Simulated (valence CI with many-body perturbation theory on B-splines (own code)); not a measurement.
# E1 line list for Cu¹⁵⁺

Method: configuration interaction combined with many-body perturbation theory (CI+MBPT): four valence electrons over a frozen Dirac-Fock core [Ne], radial functions for each j: 11 s, 11 p, 10 d, 8 f, 5 g, 2 h, with the one-electron correlation potential Σ1, the two-electron term Σ2, the three-electron term Σ3, Breit, model QED; selected CI, second order for the rest, scaled by the run's own slope (own B-spline code, finite nucleus).

No measured spectrum was set against this ion. As an estimate, levels of excited configurations hold to 0.05 to 0.15 % of their energy, terms of the ground configuration to about 0.5 %. Among the levels kept, up to 830 cm⁻¹ of a level comes from second order outside the variational space, and about a tenth of that is noise between levels of different J, which matters for small intervals.

Lines 201 to 250 of 563 in falling wavelength, among levels below 1472300 cm⁻¹, chosen from the strongest by gf and those to the six lowest levels. Wavelengths and rates use the calculated energies, so an error of 200 cm⁻¹ moves a line at 21.16 nm by 0.042 % and its rate by three times that or more. Electric multipoles are in the length gauge, E1 and E2 with the static RPA response of the core. Weak lines are less certain than strong ones. Lines between different terms over intervals too small for the method are left out, as are lines whose strength nearly cancels. Where a level lies close to another of its J and parity, the split of strength between their lines is uncertain. The highest levels of a list are the least certain.

Names give the largest LS component (configuration and term), which can be under half, so a name can repeat, a term be missing and a line seem to break the LS rules; names also repeat where a configuration has a term twice. Letters in brackets count levels of one name in rising energy.

| λ vac (nm) | Upper | Lower | A (s⁻¹) | S (a.u.) with core polarisation | S without |
| --- | --- | --- | --- | --- | --- |
| 21.16 | 3s 3p 3d2 3F°_3 | 3s 3p2 3d 1G_4 | 3.30e+09 | 1.08e-01 | 1.12e-01 |
| 21.12 | 3s 3p2 3d 1D_2 [b] | 3s2 3p 3d 3P°_2 | 6.64e+09 | 1.54e-01 | 1.60e-01 |
| 21.10 | 3s 3p 3d2 3F°_2 | 3s 3p2 3d 3D_1 [a] | 3.45e+09 | 8.00e-02 | 8.25e-02 |
| 21.06 | 3s 3p2 3d 3F_3 [c] | 3s2 3p 3d 3F°_3 | 2.28e+10 | 7.35e-01 | 7.60e-01 |
| 21.02 | 3s 3p3 1P°_1 | 3s2 3p2 1D_2 | 3.87e+10 | 5.32e-01 | 5.50e-01 |
| 21.01 | 3p3 3d 3D°_3 [c] | 3s 3p2 3d 1G_4 | 3.07e+09 | 9.85e-02 | 1.02e-01 |
| 21.01 | 3s2 3d2 3F_2 | 3s2 3p 3d 1F°_3 | 4.86e+09 | 1.11e-01 | 1.15e-01 |
| 21.00 | 3s 3p2 3d 3F_2 [c] | 3s2 3p 3d 3F°_3 | 1.18e+10 | 2.71e-01 | 2.80e-01 |
| 20.98 | 3s 3p2 3d 3D_1 [c] | 3s2 3p 3d 3F°_2 | 2.12e+10 | 2.90e-01 | 2.99e-01 |
| 20.98 | 3p3 3d 3D°_1 [b] | 3s 3p2 3d 3F_2 [a] | 7.83e+09 | 1.07e-01 | 1.11e-01 |
| 20.98 | 3s 3p 3d2 3S°_1 | 3s 3p2 3d 3P_1 [b] | 5.52e+09 | 7.55e-02 | 7.80e-02 |
| 20.89 | 3s 3p3 3S°_1 | 3s2 3p2 3P_2 | 4.32e+10 | 5.83e-01 | 6.03e-01 |
| 20.89 | 3s2 3p 3d 3D°_1 | 3s2 3p2 1S_0 | 8.34e+07 | 1.13e-03 | 1.16e-03 |
| 20.89 | 3p3 3d 3D°_1 [d] | 3s 3p2 3d 3F_2 [b] | 6.10e+09 | 8.23e-02 | 8.50e-02 |
| 20.87 | 3s 3p2 3d 3D_2 [c] | 3s2 3p 3d 3F°_2 | 1.28e+10 | 2.88e-01 | 2.97e-01 |
| 20.82 | 3p3 3d 1D°_2 [c] | 3s 3p2 3d 1F_3 [a] | 3.65e+09 | 8.14e-02 | 8.40e-02 |
| 20.82 | 3s 3p2 3d 3D_3 [a] | 3s 3p3 1D°_2 | 2.95e+09 | 9.19e-02 | 9.48e-02 |
| 20.78 | 3s 3p2 3d 3P_2 [c] | 3s2 3p 3d 1D°_2 | 1.21e+10 | 2.68e-01 | 2.77e-01 |
| 20.77 | 3s 3p2 3d 3P_1 [c] | 3s2 3p 3d 3D°_2 | 2.88e+10 | 3.83e-01 | 3.95e-01 |
| 20.77 | 3s 3p2 3d 3S_1 | 3s2 3p 3d 3F°_2 | 1.07e+10 | 1.42e-01 | 1.47e-01 |
| 20.73 | 3s 3p 3d2 3F°_3 | 3s 3p2 3d 3D_2 [a] | 4.11e+09 | 1.26e-01 | 1.30e-01 |
| 20.73 | 3s 3p 3d2 3G°_5 | 3s 3p2 3d 3F_4 [b] | 6.33e+09 | 3.06e-01 | 3.16e-01 |
| 20.69 | 3p3 3d 3P°_2 [a] | 3s 3p2 3d 3F_3 [a] | 4.93e+09 | 1.08e-01 | 1.11e-01 |
| 20.68 | 3p3 3d 3D°_3 [c] | 3s 3p2 3d 3D_3 [a] | 5.29e+09 | 1.62e-01 | 1.67e-01 |
| 20.68 | 3s 3p2 3d 1P_1 [b] | 3s2 3p 3d 3D°_1 | 5.87e+09 | 7.68e-02 | 7.94e-02 |
| 20.67 | 3p3 3d 3D°_1 [c] | 3s 3p2 3d 3D_1 [a] | 9.90e+09 | 1.29e-01 | 1.34e-01 |
| 20.67 | 3s 3p2 3d 3P_1 [a] | 3s 3p3 3P°_2 | 1.07e+10 | 1.40e-01 | 1.45e-01 |
| 20.59 | 3s 3p 3d2 3F°_2 | 3s 3p2 3d 3G_3 | 1.46e+10 | 3.14e-01 | 3.24e-01 |
| 20.55 | 3p3 3d 3D°_3 [b] | 3s 3p2 3d 3F_4 [a] | 1.26e+10 | 3.77e-01 | 3.89e-01 |
| 20.52 | 3s 3p2 3d 1D_2 [c] | 3s2 3p 3d 1F°_3 | 4.00e+10 | 8.53e-01 | 8.81e-01 |
| 20.52 | 3s 3p2 3d 3P_0 [c] | 3s2 3p 3d 3P°_1 | 4.68e+10 | 2.00e-01 | 2.06e-01 |
| 20.48 | 3s 3p2 3d 3F_2 [c] | 3s2 3p 3d 3F°_2 | 1.39e+10 | 2.95e-01 | 3.05e-01 |
| 20.43 | 3s 3p 3d2 3F°_3 | 3s 3p2 3d 3G_4 | 1.01e+10 | 2.97e-01 | 3.06e-01 |
| 20.40 | 3s 3p2 3d 3F_4 [c] | 3s2 3p 3d 3F°_3 | 2.70e+09 | 1.02e-01 | 1.05e-01 |
| 20.38 | 3s 3p 3d2 5D°_4 [b] | 3s 3p2 3d 3G_5 | 6.37e+09 | 2.40e-01 | 2.47e-01 |
| 20.34 | 3p3 3d 3D°_2 [b] | 3s 3p2 3d 3F_3 [a] | 7.41e+09 | 1.54e-01 | 1.59e-01 |
| 20.32 | 3p3 3d 3F°_4 [b] | 3s 3p2 3d 3F_4 [a] | 2.06e+09 | 7.67e-02 | 7.93e-02 |
| 20.32 | 3s 3p 3d2 3G°_4 | 3s 3p2 3d 3F_3 [b] | 3.27e+09 | 1.22e-01 | 1.26e-01 |
| 20.29 | 3s 3p3 3S°_1 | 3s2 3p2 3P_1 | 1.97e+10 | 2.44e-01 | 2.52e-01 |
| 20.29 | 3s2 3p 3d 3F°_2 | 3s2 3p2 3P_2 | 5.41e+08 | 1.12e-02 | 1.15e-02 |
| 20.28 | 3s 3p2 3d 1F_3 [a] | 3s 3p3 1D°_2 | 1.00e+10 | 2.88e-01 | 2.98e-01 |
| 20.27 | 3s 3p 3d2 5D°_4 [c] | 3s 3p2 3d 3D_3 [a] | 4.96e+09 | 1.83e-01 | 1.89e-01 |
| 20.25 | 3s 3p 3d2 3G°_3 [b] | 3s 3p2 3d 3D_2 [b] | 5.40e+09 | 1.55e-01 | 1.60e-01 |
| 20.19 | 3p3 3d 1D°_2 [c] | 3s 3p2 3d 3D_2 [a] | 4.22e+09 | 8.57e-02 | 8.85e-02 |
| 20.17 | 3p3 3d 3D°_3 [a] | 3p4 3P_2 | 3.43e+09 | 9.73e-02 | 1.00e-01 |
| 20.10 | 3s 3p2 3d 3P_0 [a] | 3s 3p3 3P°_1 | 2.00e+10 | 8.01e-02 | 8.28e-02 |
| 20.09 | 3s 3p 3d2 5D°_4 [c] | 3s 3p2 3d 3G_5 | 7.57e+09 | 2.73e-01 | 2.81e-01 |
| 20.04 | 3s2 3p 3d 3P°_1 | 3s2 3p2 1S_0 | 1.41e+07 | 1.68e-04 | 1.74e-04 |
| 19.98 | 3s2 3d2 3P_2 | 3s2 3p 3d 1P°_1 | 4.30e+09 | 8.47e-02 | 8.74e-02 |
| 19.95 | 3s 3p2 3d 3D_3 [d] | 3s2 3p 3d 3F°_4 | 6.48e+09 | 1.78e-01 | 1.84e-01 |
